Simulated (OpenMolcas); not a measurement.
Predicting a hybrid from its neighbours: SiH3O4

The species is SiH3O4 (8 atoms), meant as a doublet with charge 0. As SMILES, `[O][Si](O)(O)O`. The shape is that of a PBE0-D4/def2-TZVP optimisation. This is one conformer, not always the lowest.

The electronic atomisation energy y, in eV, basis 6-31G(d); a is the functional's share of exact exchange. Programs: OpenMolcas 26.06.

| functional | program | a | y (eV) |
| --- | --- | --- | --- |
| UPBE | OpenMolcas | 0 | 32.71 |
| U-r2SCAN | OpenMolcas | 0 | 32.25 |
| UB3LYP | OpenMolcas | 0.2 | 31.63 |
| UPBE0 | OpenMolcas | 0.25 | ? |
| UBHLYP | OpenMolcas | 0.5 | 30.10 |

Fit y = c + s·a to the known rows and predict UPBE0.


1. Means of the 4 rows: a = 0.1750, y = 31.672.
2. Σ(Δa)² = 0.1675, Σ(Δa·Δy) = -0.79475, so the slope is -0.79475/0.1675 = -4.7448.
3. Intercept: 31.672 − (-4.7448) × 0.1750 = 32.502. The largest residual of the fit is 0.25.
4. UPBE0: 32.502 + (-4.7448) × 0.25 = 31.32 eV.

The run gave 31.47 eV, so the prediction is off by -0.15 eV, within the largest residual. The rows mix families of semi-local functionals, which the line can't see.
